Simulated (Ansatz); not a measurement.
A series at B: from `FB[Si](F)(F)F`, ligands are replaced one by one, each step taking up H₂ and setting free H–F; n counts the steps. Ansatz, PBE0-D4/def2-TZVP geometries. Each molecule was computed in one conformer, which needn't be the lowest.

```
n         molecule  HOMO energy, ωB97M-V/def2-TZVPP (eV)
0  `FB[Si](F)(F)F`                                     ?
1   `B[Si](F)(F)F`                                -11.80
2     `B[SiH](F)F`                                -10.91
3       `B[SiH2]F`                                -10.71
```

By hand: fit a straight line y = ȳ + b (n − n̄) to the 3 given rows and predict n = 0.

n̄ = 2.000, ȳ = -11.140; Σ(n − n̄)(y − ȳ) = 1.090, Σ(n − n̄)² = 2.000, so b = 0.545 eV a step. Prediction: -11.140 + (0.545) × (-2.000) = -12.23 eV.

By hand: compare with the computed value, -11.41 eV, and give the steps along the whole series.

The line misses by 0.82 eV (computed minus predicted). Steps: -0.39, 0.89, 0.20 eV.

The steps change sign along the series, so a line is a poor guide. The highest orbital can change its character along such a series. The miss is 75.2 % of the series' range.
